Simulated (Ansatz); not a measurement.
Ansatz (an electronic-structure program) input:

Ansatz 0.2 input:
```yaml
crystal:
  periodic: [false, false, false]
  atoms:
    - {symbol: Cs, position_ang: [-0.00000000, -0.00000000, -0.30204412]}
    - {symbol: O, position_ang: [0.00000000, 0.00000000, 2.07655333]}
basis:
  gaussian:
    orbitals: def2-TZVP
hamiltonian:
  xc: b3lyp
  dispersion: d3bj
magnetization: {spin_polarized: true, initial_magnetization: 1}
phonons: {temperatures: {t_min: 298.15, t_max: 298.15, t_step: 100}}
```

**Question.** Predict the final energy.

**Answer.** -95.35717 Eh (B3LYP-D3(BJ)/def2-TZVP). The basis has 60 functions.
